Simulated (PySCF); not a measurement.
## $^{33}$S chemical shifts

No relativistic terms, isolated molecule, equivalent nuclei averaged, a single conformation. GIAO PBE0/pcSseg-1 shieldings; structure optimised with GFN2-xTB; PySCF 2.14.

Shieldings were converted by a linear fit to measured shifts: $^{33}$S: δ = 158.28 − 0.937σ (rms 33.3 ppm, 20 shifts vs sulfate, solution or neat liquid). Occasional misses reach two or three times the rms, and more in compound classes unlike the fitted ones.

(1) Give the $^{33}$S shifts of `CC[Si@@H](Cl)SCC(C)=S`, `C[SiH2]C[C@@H](CF)[SiH2]S`, `[SiH3]O[SiH2][SiH2]S`.

(2) Match the shifts -299, -356, -569 ppm to `O[Si@H]([SiH3])S[SiH3]`, `N#CC1=C[SiH2]S1`, `CC[Si@H](CSC)[SiH2]F`.

## Answers

(1) 
```json
{"compound": "[CH3:1][CH2:2][Si@@H:3]([Cl:4])[S:5][CH2:6][C:7]([CH3:8])=[S:9]", "environment": "S9: thione sulfur", "δ (ppm)": "701"}
{"compound": "[CH3:1][CH2:2][Si@@H:3]([Cl:4])[S:5][CH2:6][C:7]([CH3:8])=[S:9]", "environment": "S5: sulfur bonded to C, Si", "δ (ppm)": "-364"}
{"compound": "C[SiH2]C[C@@H](CF)[SiH2]S", "environment": "sulfur bonded to Si, H", "δ (ppm)": "-593"}
{"compound": "[SiH3]O[SiH2][SiH2]S", "environment": "sulfur bonded to Si, H", "δ (ppm)": "-599"}
```

(2) -299: N#CC1=C[SiH2]S1 (sulfur bonded to C, Si, in a 4-membered ring); -356: CC[Si@H](CSC)[SiH2]F (sulfide sulfur); -569: O[Si@H]([SiH3])S[SiH3] (sulfur bonded to 2 Si).
